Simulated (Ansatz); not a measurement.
BrClH2OSSi, SMILES `O[Si](S)(Cl)Br`. Total charge 0; spin multiplicity 1.

| atom | x (Å) | y (Å) | z (Å) |
| --- | --- | --- | --- |
| O1 | 1.321 | -0.636 | -0.757 |
| Si2 | 0.051 | 0.107 | -0.076 |
| S3 | -0.618 | -1.241 | 1.394 |
| Cl4 | 0.565 | 1.904 | 0.747 |
| Br5 | -1.473 | 0.555 | -1.620 |
| H6 | 1.596 | -0.356 | -1.632 |
| H7 | -1.443 | -0.334 | 1.944 |

Task: What are the harmonic wavenumbers in cm⁻¹ at PBE0-D4/def2-TZVP (Ansatz, finite differences of forces, unscaled)? (An estimate is asked.)

Result: Ansatz gave: 88, 134, 180, 200, 218, 251, 257, 385, 536, 592, 764, 833, 959, 2713, 3911.

Task: Is this a minimum?

Result: Yes, all 15 modes are real.

Task: Give the ideal-gas thermochemistry at 298.15 K and 1 bar (rigid rotor, harmonic oscillator; point group C1, symmetry number 1).

Result: Zero-point energy 71.9 kJ/mol; H(298) − E = 94.9 kJ/mol; entropy 377.8 J/(mol·K), of which translation 174.5, rotation 123.8, vibration 79.5; G(298) − E = -17.8 kJ/mol. Modes under 100 cm⁻¹ are hindered rotations or soft bends, so the harmonic entropy is rough.
